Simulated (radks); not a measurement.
Values are calculated unless marked as measured or tabulated.
Tm II, configuration [Xe] 4f13 6s1.

Code: a radial shooting solver on a logarithmic mesh with Libxc functionals. Model: scalar-relativistic Kohn-Sham, r2SCAN, spin-unpolarised, spherical densities, finite nucleus; meta-GGA in the generalised Kohn-Sham scheme; Fermi nuclear charge, rms radius 5.2256 fm.

Energy parts (eV):
| part | energy |
|---|---|
| total | -369181.18 |
| kinetic | 401213.62 |
| electron-nucleus | -906913.02 |
| Hartree | 144285.91 |
| exchange-correlation | -7767.68 |

Orbitals (lengths in bohr, moments of r in powers of bohr; r(90%) holds 90 % of the orbital's charge):
[
 {"orbital": "1s", "occ.": "2", "eigenvalue (eV)": "-59365.96", "<r^4>": "8.090e-07", "r(90%)": "0.0363"},
 {"orbital": "2s", "occ.": "2", "eigenvalue (eV)": "-10045.17", "<r^4>": "0.0001250", "r(90%)": "0.131"},
 {"orbital": "2p", "occ.": "6", "eigenvalue (eV)": "-8867.071", "<r^4>": "0.00009557", "r(90%)": "0.123"},
 {"orbital": "3s", "occ.": "2", "eigenvalue (eV)": "-2271.562", "<r^4>": "0.004675", "r(90%)": "0.324"},
 {"orbital": "3p", "occ.": "6", "eigenvalue (eV)": "-1913.032", "<r^4>": "0.004961", "r(90%)": "0.329"},
 {"orbital": "3d", "occ.": "10", "eigenvalue (eV)": "-1469.985", "<r^4>": "0.003894", "r(90%)": "0.311"},
 {"orbital": "4s", "occ.": "2", "eigenvalue (eV)": "-457.5758", "<r^4>": "0.1140", "r(90%)": "0.715"},
 {"orbital": "4p", "occ.": "6", "eigenvalue (eV)": "-339.2486", "<r^4>": "0.1512", "r(90%)": "0.768"},
 {"orbital": "4d", "occ.": "10", "eigenvalue (eV)": "-181.3794", "<r^4>": "0.2366", "r(90%)": "0.860"},
 {"orbital": "4f", "occ.": "13", "eigenvalue (eV)": "-9.6633", "<r^4>": "2.963", "r(90%)": "1.41"},
 {"orbital": "5s", "occ.": "2", "eigenvalue (eV)": "-61.6784", "<r^4>": "4.413", "r(90%)": "1.79"},
 {"orbital": "5p", "occ.": "6", "eigenvalue (eV)": "-34.6099", "<r^4>": "9.513", "r(90%)": "2.16"},
 {"orbital": "5d", "occ.": "0", "eigenvalue (eV)": "-6.2766", "<r^4>": "170.1", "r(90%)": "4.50"},
 {"orbital": "6s", "occ.": "1", "eigenvalue (eV)": "-9.0320", "<r^4>": "344.0", "r(90%)": "5.34"},
 {"orbital": "6p", "occ.": "0", "eigenvalue (eV)": "-5.2461", "<r^4>": "732.0", "r(90%)": "6.41"}
]

The highest occupied level is 6s at -9.032 eV. For comparison, the ionisation energy in NIST's Atomic Spectra Database is 12.07 eV (semi-empirical). In exact Kohn-Sham theory the highest level is minus the ionisation energy, but local and semilocal functionals leave it too shallow, through self-interaction and a potential that decays too fast; potentials with the right tail come closer. Summed over all electrons, <r^2> = 52.06 bohr^2, which gives a Langevin (diamagnetic) susceptibility term of -41.2 x 10^-6 cm^3/mol.

Beside tabulated values, note that spin-unpolarised runs miss the spin-polarisation part of the exchange energy of open shells.
